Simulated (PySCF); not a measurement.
**Dipole moment and polarisability of `C=CCP1(=[Se])C=C1`**

Species: C5H7PSe.
Numbering: `[CH2:1]=[CH:2][CH2:3][P:4]1(=[Se:5])[CH:6]=[CH:7]1` (hydrogens: H8, H9 on C1; H10 on C2; H11, H12 on C3; H13 on C6; H14 on C7)

Cartesian coordinates in Å at the PBE0-D3(BJ)/def2-SVP level; atoms count from 1:
```xyz
14
C5H7PSe angstrom
C      2.0513    0.4711   -0.2706
C      1.6515   -0.4293    0.6266
C      0.3012   -0.5229    1.2738
P     -0.9925    0.5795    0.5864
Se    -0.8983    2.5922    1.1245
C     -2.4479   -0.3484    0.1604
C     -1.6850   -0.1024   -0.8992
H      3.0670    0.4451   -0.6725
H      1.3998    1.2815   -0.6138
H      2.3608   -1.1976    0.9588
H      0.3726   -0.2770    2.3481
H     -0.0880   -1.5523    1.2043
H     -3.4233   -0.7578    0.4324
H     -1.6756   -0.1950   -1.9872
```

Level: CAM-B3LYP/def2-SVPD (PySCF), static field, nuclei fixed, core orbitals frozen in the response. The polarisability tensor in these axes (au):

```
x   111.21   4.13   0.41
y     4.13 119.79   6.98
z     0.41   6.98  98.55
```

Task: Give the principal values, the mean and the anisotropy Δα = √{½[(α1 − α2)² + (α2 − α3)² + (α1 − α3)²]}.

Result: Principal values 96.42, 109.88 and 123.26 au; mean 109.85 au = 16.28 Å³ = 18.11 × 10⁻⁴⁰ C²·m²/J; Δα = 23.25 au (21 % of the mean).

Task: What is the dipole moment, and where does it point?

Result: (-0.21, -4.66, -1.24) D, 4.82 D in size, pointing from the negative to the positive side. Measured along this direction, the outermost atoms are Se5 at the negative end and H12 at the positive end.

Task: Give the principal axes and the span of the nuclei along them.

Result: Largest value along (0.32, 0.91, 0.26), where the nuclei span 4.04 Å; middle along (0.95, -0.29, -0.15), 5.95 Å; least along (0.06, -0.29, 0.95), 4.27 Å. The strongest response doesn't lie along the longest of the three spans.

Task: Orientational against electronic polarisability at 250 K (dilute gas, rigid molecules)?

Result: In Gaussian units μ²/3kT = 224.66 Å³ against 16.28 Å³, a ratio of 13.80; the Debye molar polarisation (4π/3)N_A(α + μ²/3kT) is 607.8 cm³/mol, leaving out the vibrational part.

Task: Molar refractivity from α?

Result: Lorentz–Lorenz: R = (4π/3)N_A α = 2.5225 cm³/(mol·Å³) × 16.28 Å³ = 41.1 cm³/mol, in the limit of long wavelengths.

Task: Find the Langevin capture rate constant for H3+ (3.023 u) meeting this molecule (177.945 u), k = 2.342 × 10⁻⁹ cm³/s × √(α in Å³ / reduced mass in u).

Result: The reduced mass is 2.97 u, so k = 5.48 × 10⁻⁹ cm³/s. The formula leaves out the permanent dipole, which adds to the capture rate.

Isolated species at its PBE0-D3(BJ)/def2-SVP geometry (one conformer only). The calculation is non-relativistic, for selenium too.
